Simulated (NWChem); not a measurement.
Program: NWChem. System: Sb$_{2}$, charge 0, spin multiplicity 1, displaced from the optimised geometry.

The NWChem input:

```
start mol
memory heap 100 mb stack 700 mb global 1900 mb
geometry units angstroms nocenter noautoz noautosym
  Sb     0.000000     0.000000     1.258040
  Sb     0.000000     0.000000    -1.056753
end
basis spherical
  * library def2-svp
end
ecp
  Sb library def2-ecp
end
scf
  rhf
  nopen 0
  maxiter 100
  thresh 1e-7
  semidirect memsize 60000000 filesize 0
end
tce
  freeze core 8
  cr-ccsd(t)
  2eorb
  2emet 13
  thresh 1e-6
  maxiter 100
  tilesize 24
end
task tce energy
```

The output up to the point where the run's verdict is printed (cleaned and shortened):

```
             Northwest Computational Chemistry Package (NWChem) 7.3.0
             --------------------------------------------------------

                                NWChem Input Module
                                -------------------

 Scaling coordinates for geometry "geometry" by  1.889725989
 (inverse scale =  0.529177249)

                             Geometry "geometry" -> ""
                             -------------------------

 Output coordinates in angstroms (scale by  1.889725989 to convert to a.u.)

  No.       Tag          Charge          X              Y              Z
 ---- ---------------- ---------- -------------- -------------- --------------
    1 Sb                  51.0000     0.00000000     0.00000000     1.25804000
    2 Sb                  51.0000     0.00000000     0.00000000    -1.05675300

 Effective nuclear repulsion energy (a.u.)     594.6060942159

            Nuclear Dipole moment (a.u.)
            ----------------------------
        X                 Y               Z
 ---------------- ---------------- ----------------
     0.0000000000     0.0000000000    19.3992410282


 Summary of "ao basis" -> "" (spherical)
 ------------------------------------------------------------------------------
       Tag                 Description            Shells   Functions and Types
 ---------------- ------------------------------  ------  ---------------------
 *                          def2-svp                  on all atoms

 Summary of "ao basis" -> "ao basis" (spherical)
 ------------------------------------------------------------------------------
       Tag                 Description            Shells   Functions and Types
 ---------------- ------------------------------  ------  ---------------------
 Sb                         def2-svp                10       26   4s4p2d

                                 NWChem SCF Module
                                 -----------------

  ao basis        = "ao basis"
  functions       =    52
  atoms           =     2
  closed shells   =    23
  open shells     =     0
  charge          =   0.00
[...]
     2   0 0 2    -38.401780      0.000000    221.713119

                   NWChem Extensible Many-Electron Theory Module
                   ---------------------------------------------


            General Information
            -------------------
      Number of processors :     1
         Wavefunction type : Restricted Hartree-Fock
          No. of electrons :    46
           Alpha electrons :    23
            Beta electrons :    23
           No. of orbitals :   104
            Alpha orbitals :    52
             Beta orbitals :    52
        Alpha frozen cores :     8
         Beta frozen cores :     8
     Alpha frozen virtuals :     0
      Beta frozen virtuals :     0
         Spin multiplicity : singlet
    Number of AO functions :    52
       Number of AO shells :    20
        Use of symmetry is : off
      Symmetry adaption is : off
         Schwarz screening : 0.10D-09

          Correlation Information
          -----------------------
          Calculation type : Coupled-cluster singles & doubles w/ perturbation
   Perturbative correction : Completely renormalized (T)
            Max iterations :      100
        Residual threshold : 0.10D-05
     T(0) DIIS level shift : 0.00D+00
     L(0) DIIS level shift : 0.00D+00
     T(1) DIIS level shift : 0.00D+00
     L(1) DIIS level shift : 0.00D+00
     T(R) DIIS level shift : 0.00D+00
     T(I) DIIS level shift : 0.00D+00
   CC-T/L Amplitude update :  5-th order DIIS
                I/O scheme : Global Array Library
        L-threshold :  0.10D-05
        EOM-threshold :  0.10D-05
 no EOMCCSD initial starts read in
 TCE RESTART OPTIONS
 SLICE:      F
 D4D5:       F
 quantumc:   F
 qrotation:  F
 pwtce:      F
 qducc:      F
 nacto:                         0
 nrotv:                         0
 nrot:                          0

            Memory Information
            ------------------
          Available GA space size is     249034096 doubles
          Available MA space size is     104850548 doubles

 Maximum block size supplied by input
 Maximum block size        24 doubles

 tile_dim =     15

 -------------------------------------------------

 Global array virtual files algorithm will be used

 Parallel file system coherency ......... OK

 4-electron integrals stored in orbital form

 v2    file size   =           972586
 4-index algorithm nr.  13 is used
 imaxsize =       30
 imaxsize ichop =        0


CCSD iterations
 ---------------------------------------------------------
 Iter          Residuum       Correlation     Cpu    Wall
 ---------------------------------------------------------
    1   0.0988970040001  -0.2186062509088     0.2     0.2
    2   0.0293808086420  -0.2205107490969     0.2     0.2
    3   0.0123735748525  -0.2270638662727     0.2     0.2
    4   0.0065106947658  -0.2278539092900     0.2     0.2
    5   0.0036769670041  -0.2286376645368     0.2     0.2
    6   0.0008826204747  -0.2291830640776     0.2     0.2
    7   0.0003542844789  -0.2292626944772     0.2     0.2
    8   0.0001919397049  -0.2292601513873     0.2     0.2
    9   0.0001118854236  -0.2292631183864     0.2     0.2
   10   0.0000675627413  -0.2292655209125     0.2     0.2
   11   0.0000105618363  -0.2292706949633     0.2     0.2
   12   0.0000041021325  -0.2292708029489     0.3     0.3
   13   0.0000019992544  -0.2292714289997     0.3     0.3
   14   0.0000010710894  -0.2292715396232     0.2     0.2
   15   0.0000005891430  -0.2292716375662     0.2     0.2
 -----------------------------------------------------------------
 Iterations converged
 CCSD correlation energy / hartree =        -0.229271637566236
 CCSD total energy / hartree       =      -478.749868020317479

 Singles contributions

 Doubles contributions
    24a   (alpha)    24a   (beta ) ---    22a   (alpha)    22a   (beta )       -0.1324509880
    25a   (alpha)    25a   (beta ) ---    23a   (alpha)    23a   (beta )       -0.1324509880
 CR-CCSD(T)
```

The program stopped with an error. NWChem stopped with the message: ccsd_t 3.
